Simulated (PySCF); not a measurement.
Species: methyl benzoate, C8H8O2.
Structure used (GFN2-xTB), in Å, numbered top down from 1:
```xyz
18
C8H8O2 angstrom
C      3.3011   -0.3490   -0.8922
O      1.8889   -0.4436   -0.7978
C      1.3115    0.3271    0.1386
O      1.9392    1.0617    0.8621
C     -0.1620    0.1704    0.1766
C     -0.8804    0.9171    1.1076
C     -2.2555    0.8018    1.1762
C     -2.9205   -0.0588    0.3171
C     -2.2097   -0.8043   -0.6107
C     -0.8337   -0.6935   -0.6845
H      3.5990    0.6743   -1.1303
H      3.7658   -0.6377    0.0529
H      3.5986   -1.0282   -1.6870
H     -0.3391    1.5800    1.7654
H     -2.8111    1.3814    1.8984
H     -3.9955   -0.1493    0.3704
H     -2.7328   -1.4736   -1.2779
H     -0.2727   -1.2694   -1.4034
```

NICS is the negative of the GIAO shielding at a point without a nucleus: at the ring centre (0) and 1 Å above and below it (1); zz is the component along the ring normal. Level: GIAO PBE0/pcSseg-1 (PySCF, non-relativistic, gas phase) on the GFN2-xTB geometry, one conformer.

Ring bond lengths (Å), with Mayer bond orders in brackets: C5–C6 1.393 (1.42), C6–C7 1.382 (1.44), C7–C8 1.386 (1.42), C8–C9 1.386 (1.43), C9–C10 1.383 (1.43), C10–C5 1.392 (1.36).

Task: What do the NICS probes read (ppm)?

Result: 
```json
{"ring": "C5–C6–C7–C8–C9–C10", "type": "6-membered carbocycle; formal bonds all aromatic", "NICS(0)": "-8.5", "NICS(1), two faces": "-11.4 / -11.4", "NICS(1)zz, two faces": "-28.2 / -28.2", "rms pucker (Å)": "0.00", "centre to ring atoms, mean (Å)": "1.39"}
```

Task: What do they say, and how far can they be read as aromaticity?

Result: 
- C5–C6–C7–C8–C9–C10: mean NICS(1)zz -28.2 ppm, shielded. For a flat ring without four-coordinate atoms the NICS criterion counts such a value as aromatic.

Task: What does the geometric index give? HOMA takes Krygowski's 1993 parameters.

Result: 
- C5–C6–C7–C8–C9–C10: HOMA 0.99 = 1 − EN − GEO, with mean bond length 1.387 Å, EN = α(Ropt − mean)² = 0.000 and GEO = α × variance = 0.005. The geometric and the magnetic index point the same way.

Task: Give the inner angles of the rings and the Hirshfeld charges of the ring atoms.

Result: 
- C5–C6–C7–C8–C9–C10: C5 119.8° (-0.023 e), C6 120.1° (-0.036 e), C7 119.9° (-0.045 e), C8 120.2° (-0.037 e), C9 120.2° (-0.046 e), C10 119.8° (-0.043 e); sum 720.0° against 720° for a flat convex ring.

On one thread, Arm Neoverse V2, shared host, this took 31 s of wall time. This is the whole shielding run at PBE0/pcSseg-1, SCF included.
